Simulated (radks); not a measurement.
Results of a calculation; reference values are marked as such.
Question: The hafnium ion Hf4+, [Xe] 4f14. Code: a radial shooting solver on a logarithmic mesh with Libxc functionals. Model: non-relativistic Kohn-Sham, exchange-only PBE, spin-polarised, spherical densities, point nucleus. Every spin shell is full or empty, so the densities are truly spherical. Functionals are evaluated on that one density, not self-consistently. Rank these orbital-free kinetic functionals by their error against the exact value of the orbitals, and give that value: Thomas-Fermi, von Weizsacker, TF + vW, TF + vW/9, TF + vW/5, LC94, APBEK, revAPBEK, Perdew 92, Thakkar, Pearson, LKT, PG1, Ernzerhof.

Answer: Exact: 14318.0 hartree. From best to worst, with 100 (|E| - |E exact|)/|E exact| (equal figures are ties): APBEK -0.01, LC94 -0.04, revAPBEK +0.14, Ernzerhof -0.53, Perdew 92 -0.74, TF + vW/9 -0.75, Thakkar -0.80, Pearson -0.92, TF + vW/5 +2.51, Thomas-Fermi -4.83, PG1 +12.90, LKT +16.54, TF + vW +31.90, von Weizsacker -63.26.
